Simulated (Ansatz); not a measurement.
C$_{2}$H$_{7}$BeNSe, singlet, at a GFN2-xTB geometry (such geometries of metal compounds can be far from the true shape); SC-NEVPT2/STO-3G, CASSCF(6,6) in Ansatz (a first-principles code).

The Ansatz input:
Ansatz 0.2 input:
```yaml
crystal:
  periodic: [false, false, false]
  atoms:
    - {symbol: Be, position_ang: [0.04555475, 0.25016084, -0.09540797]}
    - {symbol: N, position_ang: [0.11064424, 1.63826787, -0.66170072]}
    - {symbol: C, position_ang: [0.36990636, 1.95723650, -2.05291409]}
    - {symbol: C, position_ang: [-0.05442653, 2.85794224, 0.10613948]}
    - {symbol: H, position_ang: [-0.46091394, 2.53304687, -2.47391088]}
    - {symbol: H, position_ang: [1.28356352, 2.55405620, -2.14455820]}
    - {symbol: H, position_ang: [0.48933957, 1.04311534, -2.62765499]}
    - {symbol: H, position_ang: [0.85202430, 3.47005840, 0.05116203]}
    - {symbol: H, position_ang: [-0.89091794, 3.44579036, -0.28600199]}
    - {symbol: H, position_ang: [-0.25250950, 2.61779349, 1.14695675]}
    - {symbol: Se, position_ang: [-0.14790174, -1.61854400, 0.64614993]}
    - {symbol: H, position_ang: [1.15846549, -1.99295553, 1.05909437]}
basis:
  gaussian:
    orbitals: STO-3G
magnetization: {spin_polarized: false}
correlation: {method: sc_nevpt2, electrons: all, active_space: {window: {electrons: 6, orbitals: 6}}}
```

It wrote (shortened):

```
Functional definition: HF
542 factors; integrals over basis functions are off by at most 5.7e-4 eV
mean field evaluation 1: about -68590.5544 eV, gradient 1.9e1 eV
mean field evaluation 2: about -68590.7747 eV, gradient 1.9e1 eV
mean field evaluation 4: about -68592.3309 eV, gradient 1.7e0 eV
mean field evaluation 8: about -68592.3455 eV, gradient 2.4e-2 eV
mean field -68592.34548954 eV, -2520.7222031791 hartree, gradient 1.9e-6 eV, S^2 0.000000; 0 other end points of the search recorded, 0 dependent functions left out
reference -68592.34548954 eV, -2520.7222031791 hartree; 32, 32 occupied and 13, 13 virtual orbitals, 542 factors
state -68593.83424685 eV, -2520.7769140011 hartree
state -68593.83424685 eV, -2520.7769140011 hartree; corrected -68598.10935634 eV, -2520.9340213771 hartree
state -68593.08509719 eV, -2520.7493832586 hartree
state -68593.08509719 eV, -2520.7493832586 hartree; corrected -68598.09479141 eV, -2520.9334861257 hartree
state -68593.83424685 eV, -2520.7769140011 hartree; corrected -68598.10935634 eV, -2520.9340213771 hartree
Total energy: -68598.10935634 eV, -2520.9340213771 hartree
```
